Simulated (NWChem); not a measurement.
System: HSeSF; SMILES F[Se]S

The following NWChem deck was run.

```
start job
memory heap 200 mb stack 900 mb global 1100 mb
geometry units angstroms noautosym nocenter noautoz
  Se    -0.407888     0.457480    -0.005635
  F      1.111665     1.374429    -0.023174
  S      0.285621    -1.578859    -0.058379
  H      0.454044    -1.788054     1.272495
end
basis spherical
  Se library def2-tzvp
  F library def2-tzvp
  S library def2-tzvp
  H library def2-tzvp
end
dft
  xc hfexch
  iterations 150
end
property
  efieldgrad
end
task dft property
```

Parts of the log:

```
             Northwest Computational Chemistry Package (NWChem) 7.3.0
             --------------------------------------------------------

                             Geometry "geometry" -> ""
                             -------------------------

 Output coordinates in angstroms (scale by  1.889725989 to convert to a.u.)

  No.       Tag          Charge          X              Y              Z
 ---- ---------------- ---------- -------------- -------------- --------------
    1 Se                  34.0000    -0.40788800     0.45748000    -0.00563500
    2 F                    9.0000     1.11166500     1.37442900    -0.02317400
    3 S                   16.0000     0.28562100    -1.57885900    -0.05837900
    4 H                    1.0000     0.45404400    -1.78805400     1.27249500

 Effective nuclear repulsion energy (a.u.)     264.0708933117

  xc_inp: hfexch multiplicative factor not found.
                              NWChem Property Module
                              ----------------------

  itol2e modified to match energy
  convergence criterion.

                                 NWChem DFT Module
                                 -----------------

 Summary of "ao basis" -> "ao basis" (spherical)
 ------------------------------------------------------------------------------
       Tag                 Description            Shells   Functions and Types
 ---------------- ------------------------------  ------  ---------------------
 Se                        def2-tzvp                16       48   6s5p4d1f
 F                         def2-tzvp                11       31   5s3p2d1f
 S                         def2-tzvp                13       37   5s5p2d1f
 H                         def2-tzvp                 4        6   3s1p

  itol2e modified to match energy
  convergence criterion.

[...]

          -----------------------
          Electric field gradient
          -----------------------

 1 a.u. = 0.324123 10**(16) esu/cm**3  ( or statvolts/cm**2 ) = 0.97174 10**(22) v/m**2

 ------------------------------------------------------------
   Atom      X         Y         Z
 ------------------------------------------------------------
    1 Se  -0.77080   0.86451  -0.01065
 ------------------------------------------------------------

 Electric field gradient in molecular frame (a.u.)
         XX             YY             ZZ             XY             XZ             YZ
 ------------------------------------------------------------------------------------------
       -4.984938      -4.505572       9.490510      -3.118201       0.209906       0.044518

 Principal components (a.u.) and orientation
 of principal axis w.r.t. absolute frame                      Asymmetry parameter eta
 --------------------------------------------------------------------------------------
        9.493553      -7.874609      -1.618944                       0.658938

        0.014507       0.733788      -0.679223
       -0.000052       0.679295       0.733865
        0.999895      -0.010611       0.009893

 ------------------------------------------------------------
   Atom      X         Y         Z
 ------------------------------------------------------------
    2 F    2.10074   2.59729  -0.04379
 ------------------------------------------------------------

 Electric field gradient in molecular frame (a.u.)
         XX             YY             ZZ             XY             XZ             YZ
 ------------------------------------------------------------------------------------------
       -1.582894       0.008081       1.574813      -1.754629       0.031231       0.016314

 Principal components (a.u.) and orientation
 of principal axis w.r.t. absolute frame                      Asymmetry parameter eta
 --------------------------------------------------------------------------------------
       -2.714225       1.575124       1.139101                       0.160644

        0.840485       0.010863      -0.541726
        0.541773      -0.001754       0.840523
       -0.008181       0.999939       0.007359

 ------------------------------------------------------------
   Atom      X         Y         Z
 ------------------------------------------------------------
    3 S    0.53975  -2.98361  -0.11032
 ------------------------------------------------------------

 Electric field gradient in molecular frame (a.u.)
         XX             YY             ZZ             XY             XZ             YZ
 ------------------------------------------------------------------------------------------
        2.269519      -1.559593      -0.709926       1.305431      -0.557136       0.778914

 Principal components (a.u.) and orientation
 of principal axis w.r.t. absolute frame                      Asymmetry parameter eta
 --------------------------------------------------------------------------------------
        2.700571      -2.443431      -0.257140                       0.809566

        0.956602      -0.286858      -0.051233
        0.276086       0.835975       0.474259
       -0.093215      -0.467822       0.878893

 ------------------------------------------------------------
   Atom      X         Y         Z
 ------------------------------------------------------------
    4 H    0.85802  -3.37893   2.40467
 ------------------------------------------------------------

[...]
```

Level: Hartree-Fock/def2-TZVP. The geometry was optimised at PBE0/def2-SVP. NWChem prints the field gradient with the sign opposite to the second derivative of the potential.
